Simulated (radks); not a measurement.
Values are calculated unless marked as measured or tabulated.
These are the eigenvalues of the occupied orbitals of an atom or ion with whole-number occupations (hartree). Code: a radial shooting solver on a logarithmic mesh with Libxc functionals. Model: scalar-relativistic Kohn-Sham, r2SCAN, spin-polarised, spherical densities, finite nucleus; meta-GGA in the generalised Kohn-Sham scheme; Fermi nuclear charge, rms radius of each element as measured or else 0.836 A^(1/3) + 0.57 fm.

orbital  eigenvalue
1s down   -657.3897
1s up     -657.3895
2s up     -92.22593
2s down   -92.22037
2p up     -82.24284
2p down   -82.23888
3s up     -15.99296
3s down   -15.99054
3p up     -12.70670
3p down   -12.70371
3d up      -7.33290
3d down    -7.32773
4s up      -2.87562
4s down    -2.84499
4p up      -2.03162
4p down    -1.99461
4d up      -0.85665
6s up      -0.33252

Which element is it, and in what charge state? The configuration may be excited. Open shells, if any, are filled with parallel spins first.

Answer. Z = 40, zirconium, charge +2: Zr2+ in [Kr] 4d1 6s1. The list shows which subshells hold electrons but not how many an open one holds; the 1s level, -657.39 hartree, gives Z - s = 36.3 by -(Z - s)^2/2, which with screening and relativity narrows Z to a few neighbours, and the depths of the outer levels then fix element, charge and occupations together.
